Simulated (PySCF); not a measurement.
CH4AlIO2, SMILES C[O][Al]([OH])[I].

Coordinates come from a B3LYP-D3(BJ)/def2-SVP optimisation. The structure was generated by enumeration; whether it is a known compound was not checked. The def2 effective core potentials stand for the cores of I; spin–orbit coupling is left out. The values are those of a single conformer.

The numbers are results of TDA-PBE0/def2-SVPD (PySCF), not measurements.

Vertical excitations. The molecule is in vacuum. State labels are in the subgroup Cs.

```json
[
 {"state": "S1", "symmetry": "A'", "energy (eV)": "5.51", "λ (nm)": "225", "f": "0.025", "main pairs": "HOMO→LUMO 98 %"},
 {"state": "S2", "symmetry": "A\"", "energy (eV)": "5.55", "λ (nm)": "223", "f": "0.026", "main pairs": "HOMO−1→LUMO 98 %"},
 {"state": "S3", "symmetry": "A\"", "energy (eV)": "6.15", "λ (nm)": "202", "f": "0.010", "main pairs": "HOMO−2→LUMO 97 %"},
 {"state": "S4", "symmetry": "A\"", "energy (eV)": "6.24", "λ (nm)": "199", "f": "0.000", "main pairs": "HOMO→LUMO+1 99 %"},
 {"state": "S5", "symmetry": "A'", "energy (eV)": "6.28", "λ (nm)": "197", "f": "0.027", "main pairs": "HOMO−3→LUMO 84 %, HOMO−1→LUMO+1 14 %"},
 {"state": "S6", "symmetry": "A'", "energy (eV)": "6.66", "λ (nm)": "186", "f": "0.095", "main pairs": "HOMO−1→LUMO+1 74 %, HOMO−3→LUMO 11 %"},
 {"state": "S7", "symmetry": "A\"", "energy (eV)": "6.99", "λ (nm)": "177", "f": "0.000", "main pairs": "HOMO−3→LUMO+1 99 %"},
 {"state": "S8", "symmetry": "A'", "energy (eV)": "7.25", "λ (nm)": "171", "f": "0.037", "main pairs": "HOMO−2→LUMO+1 82 %"},
 {"state": "S9", "symmetry": "A\"", "energy (eV)": "7.29", "λ (nm)": "170", "f": "0.063", "main pairs": "HOMO−4→LUMO 95 %"},
 {"state": "S10", "symmetry": "A'", "energy (eV)": "7.47", "λ (nm)": "166", "f": "0.099", "main pairs": "HOMO→LUMO+2 75 %"},
 {"state": "T1", "symmetry": "A'", "energy (eV)": "5.20", "λ (nm)": "238", "f": "0", "main pairs": "HOMO→LUMO 95 %"},
 {"state": "T2", "symmetry": "A\"", "energy (eV)": "5.25", "λ (nm)": "236", "f": "0", "main pairs": "HOMO−1→LUMO 94 %"},
 {"state": "T3", "symmetry": "A'", "energy (eV)": "5.87", "λ (nm)": "211", "f": "0", "main pairs": "HOMO−1→LUMO+1 55 %, HOMO−3→LUMO 36 %"},
 {"state": "T4", "symmetry": "A\"", "energy (eV)": "5.87", "λ (nm)": "211", "f": "0", "main pairs": "HOMO−2→LUMO 94 %"}
]
```
Triplets are in the Tamm–Dancoff approximation.
